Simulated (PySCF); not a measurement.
Computed shifts of a molecule C3H9NSi, PySCF with PBE/pcSseg-1, GIAO, gas phase, atoms alike by connectivity averaged where their shifts nearly agree, in ppm (number of nuclei): ¹³C: 149.4 (1), 90.0 (1), 44.6 (1). ¹⁵N: 76.2 (1). ²⁹Si: -51.7 (1). ¹H: 6.33 (1), 5.03 (3), 4.29 (2), 3.15 (3). References: ¹³C against TMS (σ = 182.0 ppm); ¹⁵N against NH3 (σ = 267.0 ppm); ²⁹Si against TMS (σ = 335.4 ppm); ¹H against TMS (σ = 31.49 ppm), references at their B3LYP-D3(BJ)/def2-TZVP geometries, non-relativistic. Coordinates come from a PBE0-D3(BJ)/def2-SVP optimisation. Other conformers were not sampled.

Q: Identify the compound among the candidates.
(A) CC(C)=N[SiH3]
(B) C=CN(C)[SiH3]
(C) [SiH3]NC1CC1
(D) NC1([SiH3])CC1

A: B, C=CN(C)[SiH3]
